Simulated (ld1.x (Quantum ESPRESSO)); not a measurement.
# Ce, TM: configuration errors across variants

cerium, norm-conserving Troullier–Martins (Kleinman–Bylander form), made with ld1.x (Quantum ESPRESSO) 7.5 (PBEsol, scalar-relativistic). Core [Xe], reference 4f1 5d2 6s1 6p0. Waves: 6s (bound): rc 3.50 bohr; 5d (bound): rc 3.85 bohr; 4f (bound): rc 1.35 bohr; 6p (bound, empty): rc 3.65 bohr. Local part: the p channel. Core correction: Bessel-smoothed model core inside 0.85 bohr.

All-electron excitation energies from the reference (eV): (1) 4f1 5d1 6s2 6p0 -0.906; (2) 4f1 5d1 6s1 6p0 5.196; (3) 4f1 5d1 6s0 6p0 16.234; (4) 4f1 5d0 6s0 6p0 35.371; (5) 4f1 5d1 6s1 6p1 1.574; (6) 4f1 5d2 6s0 6p0 5.349; (7) 4f1 5d1 6s0 6p2 4.142.

Tests that are not counted but printed errors over 1 eV. “all radii but the core radius scaled by about 0.76 (s 2.68, p 2.78, d 2.94, f 1.04 bohr)”: 4f1 5d1 6s1 6p1 (solver errors, printed error -1.8 eV); 4f1 5d1 6s0 6p2 (solver errors, printed error -52.1 eV). “all radii but the core radius scaled by about 0.87 (s 3.04, p 3.16, d 3.34, f 1.18 bohr)”: 4f1 5d1 6s0 6p2 (solver errors, printed error -73.8 eV). “all radii but the core radius scaled by about 1.05 (s 3.68, p 3.84, d 4.06, f 1.42 bohr)”: 4f1 5d1 6s2 6p0 (solver errors, printed error -78.0 eV); 4f1 5d1 6s1 6p1 (solver errors, printed error -67.6 eV); 1 more.

A true bound ghost makes a file unfit for plane-wave use even where its test errors are small: the radial tests pick states by their node count and pass the ghost by. Where a test does run into it, the solver fails or the error is huge.

Errors AE − PS in meV (a dash: test not solved or not reliable):

```csv
change,(1),(2),(3),(4),(5),(6),(7),bound ghosts
base,-58,-86,-172,-637,-68,-17,-66,s
"all radii but the core radius scaled by about 0.76 (s 2.68, p 2.78, d 2.94, f 1.04 bohr)",-35,-55,-183,-774,–,-10,–,"s, p (extra level of the local part)"
"all radii but the core radius scaled by about 0.87 (s 3.04, p 3.16, d 3.34, f 1.18 bohr)",–,-64,-171,-719,+8.4,-13,–,s
"all radii but the core radius scaled by about 1.05 (s 3.68, p 3.84, d 4.06, f 1.42 bohr)",–,–,-173,-593,–,-18,-91,s
"all radii but the core radius scaled by about 1.27 (s 4.44, p 4.62, d 4.88, f 1.70 bohr)",+5.1,-8.7,-151,-265,-28,-22,-100,none
"all radii but the core radius scaled by about 1.37 (s 4.78, p 5.00, d 5.26, f 1.84 bohr)",+35,+25,-137,-63,+5.0,-28,-77,none
```

Question: Give the same row for: all radii but the core radius scaled by about 1.20 (s 4.20, p 4.38, d 4.62, f 1.62 bohr).

Answer: -10, -21, -159, -374, -41, -20, -105; bound ghosts: none.
